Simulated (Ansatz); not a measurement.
Geometry optimisation, UKS PBE0-D4/def2-SVP in Ansatz 0.2.0.

Input:

```yaml
crystal:
  periodic: [false, false, false]
  atoms:
    - { symbol: C, position_ang: [-0.5351, -0.7172, -0.1373] }
    - { symbol: C, position_ang: [0.0881, 0.4292, -0.0656] }
    - { symbol: I, position_ang: [1.8256, 0.4441, 0.9118] }
    - { symbol: H, position_ang: [-1.06, -1.5718, -0.2187] }
    - { symbol: H, position_ang: [0.46842, -0.70214, 0.28794] }
magnetization:
  spin_polarized: true
  initial_magnetization: 1
basis:
  gaussian: { orbitals: def2-SVP }
hamiltonian:
  xc: pbe0
  dispersion: d4
relax:
  f_tol: 0.02
  max_steps: 50
```

Command:

```bash
$ ansatz run input.yaml --threads 1 --pin off --max-ram 2048MiB --backend cpu --events-out ev --progress --plain --runs-dir out
```

Problem. Where does it end, and by what steps?

Solution. It converged. After 10 steps the energy has fallen by 3.764 eV; H5 moved furthest, 1.08 Å. Parted: C2–H5, I3–H5.

```csv
step,energy less start (eV),largest force component (eV/Å),accepted
0,0.0000,5.351,yes
1,-1.2856,2.708,yes
2,-1.8741,1.146,yes
3,-2.3308,1.350,yes
4,-2.7120,2.228,yes
5,-3.2993,2.167,yes
6,-3.4971,2.374,yes
7,-3.7128,1.978,yes
8,-3.7546,0.645,yes
9,-3.7630,0.133,yes
10,-3.7637,0.007,yes
```

```xyz
5
Properties=species:S:1:pos:R:3
C -0.288 -0.876 0.001
C 0.205 0.342 0.065
I 1.901 1.213 0.782
H -1.268 -1.041 -0.465
H 0.238 -1.756 0.395
```

Run time: 2 min on 1 CPU thread of a shared host.
